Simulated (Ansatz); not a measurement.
Z-matrix (Å, degrees):
```
B
O 1 1.3297
H 2 0.9657 1 116.15
H 1 1.2051 2 125.12 3 -0.16
```
Charge 0, spin multiplicity 2.

Calculation: frozen-core CCSD(T)/cc-pVTZ // PBE0-D3(BJ)/def2-TZVP run with Ansatz (an electronic-structure program).

| Quantity | Result |
|---|---|
| HF energy | -100.72734 Ha |
| MP2 correlation energy | -0.32061 Ha |

### Question
Estimate the CCSD correlation energy, the (T) correction, the total energy and the T1 diagnostic.

### Answer

```yaml
CCSD correlation energy: -0.33385 Ha
"(T) correction": -0.01162 Ha
CCSD(T) total energy: -101.07281 Ha
T1 diagnostic: 0.016
```
